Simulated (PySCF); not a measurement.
H₄PSi, SMILES [SiH2]P, multiplicity 2. Atoms are numbered in the order given.

```xyz
6

Si    -1.1386     0.1137     0.0000
P      1.1050    -0.1356     0.0000
H     -1.6819    -0.5674     1.2078
H     -1.6819    -0.5674    -1.2078
H      1.3647     0.7885     1.0432
H      1.3647     0.7885    -1.0432
```
Charge 0, spin multiplicity 2.

Coordinates come from a B3LYP-D3(BJ)/def2-TZVP optimisation. The isomer is the one that the SMILES or the coordinates give; other isomers of the formula were not compared.

Level of theory: B3LYP/pcH-1 run with PySCF.

Unrestricted Kohn–Sham, ⟨S²⟩ = 0.752. Hyperfine tensors hold the contact and dipolar terms, without spin-orbit corrections.

Estimate the hyperfine couplings. (The exact figures need the calculation; the answer reports its results.)


| nucleus | A(iso) (MHz) | A(iso) (G) | dipolar principal values (MHz) |
|---|---|---|---|
| 29Si no. 1 | -481.9 | -172.0 | -158.8, 78.3, 80.5 |
| 31P no. 2 | 36.8 | 13.1 | -63.2, -54.7, 118.0 |
| 1H no. 3 | 47.5 | 17.0 | -8.3, 0.9, 7.5 |
| 1H no. 4 | 47.5 | 17.0 | -8.3, 0.9, 7.5 |
| 1H no. 5 | 23.5 | 8.4 | -3.8, -0.3, 4.1 |
| 1H no. 6 | 23.5 | 8.4 | -3.8, -0.3, 4.1 |

And the g tensor (effective nuclear charges for spin-orbit coupling, GIAO)? (An estimate is asked for; the answer gives what the named calculation found.)

principal values 2.0015, 2.0040, 2.0084; isotropic 2.0046.
